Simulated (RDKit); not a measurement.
RDKit input (UFF):

```python
from rdkit import Chem
from rdkit.Chem import AllChem, rdDetermineBonds

mol = Chem.MolFromXYZFile('mol.xyz')
rdDetermineBonds.DetermineBonds(mol, charge=-1)
print('SMILES', Chem.MolToSmiles(Chem.RemoveHs(mol)))
ff = AllChem.UFFGetMoleculeForceField(mol)
e0 = ff.CalcEnergy()
flag = ff.Minimize(maxIts=5000, forceTol=1e-5)
print(f'energy {e0:.4f} -> {ff.CalcEnergy():.4f} kcal/mol, converged: {flag == 0}')
print(Chem.MolToXYZBlock(mol))
```
mol.xyz:
```
14

C      0.63081400    -0.23006900    -1.76891700
Si     0.06735300    -0.02662300    -0.11763800
C     -1.79756000     0.39591200    -0.08410600
N      0.89338400     1.18761000     0.91822500
N      0.24541400    -1.41067200     1.00126100
H      0.09270800     0.22090600    -2.60024000
H      1.64156500    -0.55009500    -2.01494500
H     -2.39971500    -0.44947300    -0.42865400
H     -2.12464100     0.64975800     0.92983000
H     -2.01462100     1.24882000    -0.73515400
H      0.42192200     1.45835900     1.77579200
H      1.13181800     2.02065400     0.39732700
H      0.21061600    -2.29257500     0.50465300
H      1.12629800    -1.36726400     1.50005800
```

Output:

```
SMILES [CH2-][Si](C)(N)N
energy 22.9662 -> -1.8619 kcal/mol, converged: True
14

C      0.784523   -0.341123   -1.638702
Si     0.023138   -0.026348    0.037223
C     -1.804024    0.302513   -0.164004
N      0.808153    1.394269    0.790641
N      0.258292   -1.460297    1.081423
H      0.636523    0.548667   -2.284429
H      1.870144   -0.535772   -1.520253
H     -2.288938   -0.578540   -0.632191
H     -2.257414    0.489175    0.831044
H     -1.950416    1.192414   -0.809973
H      0.321011    1.562443    1.699049
H      0.599039    2.215159    0.179676
H     -0.161728   -2.273449    0.578208
H      1.287052   -1.633863    1.129780
```

The dipole moment of an ion depends on the origin.

The geometry given is a B3LYP-D3(BJ)/def2-TZVP minimum.
